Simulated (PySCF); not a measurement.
Species: C2H8BF2N.
Numbering: `[NH3+:1][BH2-:2][CH2:3][CH:4]([F:5])[F:6]` (hydrogens: H7, H8, H9 on N1; H10, H11 on B2; H12, H13 on C3; H14 on C4)

Computed, not measured: PySCF 2.14.0, PBE0-D3(BJ)/def2-SVP geometry optimisation, gas phase.

Give the optimised bond lengths and angles.

| bond | length (bohr) |
| --- | --- |
| N1–B2 | 3.083 |
| B2–C3 | 3.087 |
| C3–C4 | 2.828 |
| C4–F5, C4–F6 | 2.594 |
| N1–H7, N1–H8, N1–H9 | 1.929 |
| B2–H10, B2–H11 | 2.316 |
| C3–H12, C3–H13 | 2.083 |
| C4–H14 | 2.086 |

Bonds in one row agree within 0.02 bohr and their mean is given. A selection of angles:
| angle | degrees |
| --- | --- |
| B2–N1–H7 | 110.4 |
| B2–N1–H8 | 112.5 |
| H7–N1–H8 | 109.0 |
| H8–N1–H9 | 106.7 |
| N1–B2–C3 | 108.9 |
| N1–B2–H10 | 105.8 |
| N1–B2–H11 | 103.8 |
| C3–B2–H10 | 112.7 |
| H10–B2–H11 | 111.7 |
| B2–C3–C4 | 115.2 |
| B2–C3–H12 | 112.8 |
| B2–C3–H13 | 108.2 |
| C4–C3–H12 | 106.0 |
| C4–C3–H13 | 108.2 |
| H12–C3–H13 | 106.0 |
| C3–C4–F5 | 111.7 |
| C3–C4–F6 | 109.9 |
| C3–C4–H14 | 116.0 |
| F5–C4–F6 | 105.1 |
| F5–C4–H14 | 106.9 |

Dihedral angles: N1–B2–C3–C4 -32° (synclinal); B2–C3–C4–F5 -44° (synclinal). The mirror-image conformer, all signs reversed, is as good.

Of the pairs four or more bonds apart, those above aside, F6···H8 is among the closest relative to their van der Waals radii: 2.38 Å, 89 % of the sum of Bondi's values. H9 on N1 lies 2.25 Å from F5, 5 bonds away (angle at H 121°; Bondi radii sum to 2.67 Å). N1 (nitrogen bonded to B and 3 H) is tetrahedral (angles from 106.7° to 112.5°). B2 (four-coordinate boron) is distorted tetrahedral (angles from 103.8° to 113.3°).

Point group: C1 (no symmetry element, even within 0.4 Å). No frequency check. The numbers are those of one conformer.
